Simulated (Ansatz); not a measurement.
Sr₈O₈ (started as a model of: 1x4x4 SrO rock-salt block). The state is a singlet with charge 0. Geometry PBE-D4/def2-SVP; atoms count from 1.

Cartesian coordinates in Å:
```
Sr 3.033 -3.554 -0.220
O 2.815 -1.724 -1.410
Sr 1.614 -0.640 -3.211
O 1.381 1.365 -4.168
O 1.854 -2.665 1.405
Sr 1.711 -0.460 0.368
O 0.428 0.407 -1.451
Sr 0.261 2.477 -2.588
Sr -0.256 -2.469 2.595
O -0.417 -0.402 1.456
Sr -1.701 0.455 -0.369
O -1.847 2.660 -1.400
O -1.404 -1.358 4.162
Sr -1.617 0.648 3.210
O -2.819 1.714 1.403
Sr -3.035 3.547 0.219
```

In the def2 sets Sr takes a core potential; there is no spin–orbit coupling.

Estimate the Mulliken populations from the PBE0/def2-SVP orbitals of Ansatz.


| atom | charge (e) |
| --- | --- |
| Sr1 | 0.54 |
| O2 | -0.78 |
| Sr3 | 0.64 |
| O4 | -0.72 |
| O5 | -0.78 |
| Sr6 | 1.28 |
| O7 | -0.84 |
| Sr8 | 0.64 |
| Sr9 | 0.65 |
| O10 | -0.84 |
| Sr11 | 1.30 |
| O12 | -0.78 |
| O13 | -0.72 |
| Sr14 | 0.63 |
| O15 | -0.78 |
| Sr16 | 0.54 |
Mulliken values depend strongly on the basis.

And the Mayer bond orders between heavy atoms (over 0.3)?

Sr1–O2 1.14 (2.19 Å); Sr1–O5 1.13 (2.20 Å); O2–Sr3 0.60 (2.42 Å); O2–Sr6 0.34 (2.44 Å); Sr3–O4 1.06 (2.23 Å); Sr3–O7 0.54 (2.37 Å); O4–Sr8 1.04 (2.23 Å); O5–Sr6 0.36 (2.44 Å); O5–Sr9 0.61 (2.43 Å); Sr6–O7 0.40 (2.39 Å); Sr6–O10 0.40 (2.39 Å); O7–Sr8 0.54 (2.37 Å); O7–Sr11 0.40 (2.39 Å); Sr8–O12 0.61 (2.43 Å); Sr9–O10 0.54 (2.36 Å); Sr9–O13 1.03 (2.24 Å); O10–Sr11 0.39 (2.39 Å); O10–Sr14 0.54 (2.37 Å); Sr11–O12 0.36 (2.44 Å); Sr11–O15 0.34 (2.44 Å); O12–Sr16 1.13 (2.20 Å); O13–Sr14 1.07 (2.23 Å); Sr14–O15 0.60 (2.42 Å); O15–Sr16 1.14 (2.19 Å).
